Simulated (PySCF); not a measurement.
BaO. Atoms are numbered in the order given.

```xyz
2

Ba     0.0000     0.0000    -0.2449
O      0.0000     0.0000     1.7141
```
Charge 0, spin multiplicity 1.

The structure is a stationary point at r2SCAN-D4/def2-TZVPD. The def2 effective core potentials stand for the cores of Ba; spin–orbit coupling is left out.

Computed with B3LYP/def2-TZVPD in PySCF.

The molecule is in vacuum.

```yaml
total_energy: -100.75346 hartree
point_group: C∞v
highest_occupied_level: -4.50 eV
lowest_empty_level: -1.54 eV
orbital_gap: 2.95 eV
dipole_moment: 7.98 D
quadrupole, principal values (traceless, Buckingham form, about the centre of nuclear charge): -18.64, 9.32, 9.32 D·Å
mean_static_polarisability: 50.3 bohr³ (7.46 Å³)
polarisability_principal_values: 31.3, 31.3, 88.3 bohr³
```
